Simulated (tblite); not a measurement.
Species: C5H11OP.
Atom-mapped SMILES: `[CH3:1][C:2](=[O:3])[PH:4][CH:5]([CH3:6])[CH3:7]` (hydrogens: H8, H9, H10 on C1; H11 on P4; H12 on C5; H13, H14, H15 on C6; H16, H17, H18 on C7)

Cartesian coordinates in Å at the GFN2-xTB level; atoms count from 1:
```xyz
18
C5H11OP angstrom
C      2.8140   -0.0153   -0.3784
C      1.4199   -0.4979   -0.6744
O      1.0226   -0.7530   -1.7834
P      0.3699   -0.7920    0.8233
C     -1.2661   -0.0655    0.2658
C     -1.1258    1.3185   -0.3579
C     -1.9630   -1.0439   -0.6745
H      3.1854   -0.4884    0.5292
H      2.7813    1.0617   -0.2145
H      3.4749   -0.2227   -1.2173
H      0.8304    0.3490    1.4896
H     -1.8507    0.0179    1.1934
H     -0.5773    1.2622   -1.2956
H     -2.1125    1.7294   -0.5668
H     -0.6062    2.0027    0.3124
H     -2.9480   -0.6690   -0.9469
H     -1.3774   -1.1712   -1.5823
H     -2.0802   -2.0162   -0.1980
```

Computed values, GFN2-xTB/tblite, gas phase, harmonic and unscaled. Against measured fundamentals such values can be off by several per cent, at times by over 20. Modes of hydrogen on phosphorus can be 10 to 20 % off. One conformer, not necessarily the lowest.

Harmonic wavenumbers (cm⁻¹): 39.6, 83.5, 120.7, 142.6, 221.5, 240.4, 252.3, 290.1, 336.1, 394.8, 424.3, 516.5, 617.6, 648.4, 770.8, 840.9, 925.3, 942.1, 968.6, 974.7, 983.5, 1056.8, 1099.6, 1144.5, 1169.0, 1245.9, 1292.6, 1358.3, 1405.2, 1418.0, 1440.2, 1447.9, 1483.4, 1490.8, 1495.9, 1502.8, 1731.8, 2261.4, 2875.3, 3004.0, 3006.4, 3015.2, 3016.3, 3018.1, 3021.5, 3036.2, 3038.9, 3043.6.

A = 3194, B = 1482, C = 1395 MHz; mass 118.055 u (most abundant isotopes); point group C1, symmetry number 1.

Q: What is the zero-point energy?

A: Half the sum of the wavenumbers: 32427 cm⁻¹ = 387.91 kJ/mol.

Q: What is S at 350 K and 1 bar for an ideal gas of classical rigid rotors and harmonic oscillators?

A: Translation 171.69, rotation 120.32, vibration 136.57: S = 428.6 J/(mol K).

Q: And Cp and H(350 K) − H(0)?

A: Cp = 169.68 J/(mol K), of which vibrations give 136.42 (their classical limit is 48 R = 399.1); H(350 K) − H(0) = 36.46 kJ/mol without the zero-point energy, 24.82 from vibrations.

Q: Which modes carry the vibrational entropy at 350 K?

A: 39.6 cm⁻¹: 23.42; 83.5 cm⁻¹: 17.25; 120.7 cm⁻¹: 14.23; 142.6 cm⁻¹: 12.87; 221.5 cm⁻¹: 9.38; 240.4 cm⁻¹: 8.74 J/(mol K); the other 42 give 50.69 together.

Q: Blend soft modes into free rotors: weight 1/[1 + (100 cm⁻¹/ν̃)⁴] for the oscillator and the rest for a rotor with moment μB/(μ + B), μ = h/(8π²ν), B = 10⁻⁴⁴ kg m². What vibrational entropy results?

A: 126.11 J/(mol K) in place of 136.57, which changes −T·S at 350 K by +3.66 kJ/mol.

Q: How do the functions run with temperature in this model?

A: 
```json
{"T (K)": "150", "S (J/(mol K))": "319.6", "Cp (J/(mol K))": "97.7", "H − H(0) (kJ/mol)": "9.73", "G − H(0) (kJ/mol)": "-38.21", "ln q(vib)": "2.90"}
{"T (K)": "250", "S (J/(mol K))": "377.9", "Cp (J/(mol K))": "133.5", "H − H(0) (kJ/mol)": "21.30", "G − H(0) (kJ/mol)": "-73.18", "ln q(vib)": "5.43"}
{"T (K)": "298.15", "S (J/(mol K))": "402.9", "Cp (J/(mol K))": "150.9", "H − H(0) (kJ/mol)": "28.15", "G − H(0) (kJ/mol)": "-91.98", "ln q(vib)": "6.63"}
{"T (K)": "400", "S (J/(mol K))": "452.4", "Cp (J/(mol K))": "187.1", "H − H(0) (kJ/mol)": "45.38", "G − H(0) (kJ/mol)": "-135.57", "ln q(vib)": "9.11"}
{"T (K)": "600", "S (J/(mol K))": "540.0", "Cp (J/(mol K))": "245.9", "H − H(0) (kJ/mol)": "89.00", "G − H(0) (kJ/mol)": "-235.00", "ln q(vib)": "13.83"}
{"T (K)": "900", "S (J/(mol K))": "651.9", "Cp (J/(mol K))": "305.3", "H − H(0) (kJ/mol)": "172.36", "G − H(0) (kJ/mol)": "-414.31", "ln q(vib)": "20.47"}
```

q(vib) and H(0) count from the zero-point level.

Hindered rotation and anharmonicity are outside this model. Other conformers, if any are populated, would add a mixing term that is left out. The structure is chiral; the term R ln 2 for an equal mix with its mirror image is left out.
